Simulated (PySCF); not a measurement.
N⁺: ionisation energy

N⁺ [He] 2s2 2p2 (3P) → N²⁺ [He] 2s2 2p1 (2P), as a difference of total energies. All numbers are calculated (PySCF 2.14, no relativity, point nucleus, in aug-cc-pVTZ (5s4p3d2f, 46 functions)). Correlated levels: valence: 1s2 frozen. The calculations carry no spin-orbit coupling.

```tsv
method	ionisation energy (eV)	difference from reference (eV)
UHF	29.193	-0.408
LDA	30.040	+0.439
PBE	29.887	+0.286
PBE0	29.898	+0.297
r2SCAN	30.127	+0.526
BP86	29.914	+0.313
PW91	29.998	+0.397
MN15	29.673	+0.072
B3LYP	29.987	+0.386
MP2 (valence)	29.612	+0.011
SCS-MP2 (valence)	29.476	-0.125
```

Reference: 29.601 eV (semi-empirical (NIST evaluation); NIST Atomic Spectra Database, ionization energies).

Errors of the correlated levels include the incompleteness of this basis and the frozen core.
